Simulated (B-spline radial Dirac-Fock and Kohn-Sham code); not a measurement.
Br 2p3/2: cross section and angular parameters

System: atomic bromine, [Ar] 3d10 4s2 4p5; threshold 1550.0 eV (tabulated edge). Model: Dirac-Hartree-Slater photoionisation with a Latter tail; cross sections with all multipoles, angular parameters from the dipole term and its interference with E2. Program: a radial finite-basis atomic code.

```
hν (eV)  σ (kb)      β       γ      δ
   1760     295  1.180  -0.173  0.007
   1890     245  1.304  -0.122  0.012
   2980    71.7  1.470   0.390  0.035
 2984.4       ?      ?       ?      ?
   3410    48.8  1.456   0.541  0.041
   5160    14.3  1.347   0.973  0.067
   5370    12.7  1.333   1.013  0.070
   6670    6.47  1.247   1.219  0.091
 8047.8    3.56  1.163   1.381  0.115
  12000   0.965  0.965   1.679  0.182
  15000   0.455  0.848   1.814  0.231
```

Task: Give the values at Ag Lα (2984.4 eV).

Result: σ = 71.4 kb, β = 1.470, γ = 0.392, δ = 0.035.

Values without a named source are computed, but for edge energies of neutral atoms, which are taken from tables.
